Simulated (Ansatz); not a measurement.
Basis-set extrapolation for CH10Si3 (`C[SiH]([SiH3])[SiH3]`) (PBE0-D4/def2-TZVP geometry, frozen core, Ansatz). Multiplicity 1, RHF reference.

```json
{"": "HF", "def2-TZVPP": "-910.533484", "def2-QZVPP": "-910.562203"}
{"": "MP2 correlation", "def2-TZVPP": "-0.565945", "def2-QZVPP": "-0.604826"}
{"": "CCSD(T) correlation", "def2-TZVPP": "-0.667561", "def2-QZVPP": "not run"}
```

Energies in hartree. Use E(X) = E(∞) + A·exp(−7.88·√X) for Hartree–Fock and E(X) = E(∞) + B·X^(−2.97) for correlation, with X = 3 and 4, and add CCSD(T) minus MP2 of the smaller set to the MP2 limit.

Question: What is the CCSD(T) energy at the basis-set limit?

Answer: HF limit: -910.562203 + (-0.028719) × 0.13774 = -910.56616. MP2 limit: -0.604826 + (-0.038881) × 0.74074 = -0.63363. Higher-order term: -0.667561 − (-0.565945) = -0.10162. Total: -911.30141 hartree, 263.5 kJ/mol below CCSD(T)/def2-TZVPP.
